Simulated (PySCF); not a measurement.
A structure optimised at ωB97X-D3(BJ)/def2-SVP, used in a PySCF frequency run:

```xyz
15

C      2.6918     0.1285     0.5284
Si     1.5961     1.0237    -0.6922
O      0.0264     1.1043    -0.1108
Si    -1.0866     0.0782     0.5328
C     -2.7705     0.4078    -0.1704
Cl    -0.5211    -1.8614     0.0275
H      2.3376    -0.9044     0.6720
H      3.7317     0.0898     0.1647
H      2.6888     0.6377     1.5054
H      1.5916     0.3247    -2.0095
H      2.0475     2.4287    -0.8912
H     -1.0556     0.1554     2.0146
H     -3.5125    -0.2867     0.2538
H     -2.7572     0.2805    -1.2639
H     -3.0845     1.4391     0.0572
```
Charge 0, spin multiplicity 1.

Write its SMILES and formula.

C[SiH2]O[Si@@H](C)Cl, C2H9ClOSi2

What are its rotational constants (standard atomic weights)?

2.5929, 1.2054, 0.92559 GHz
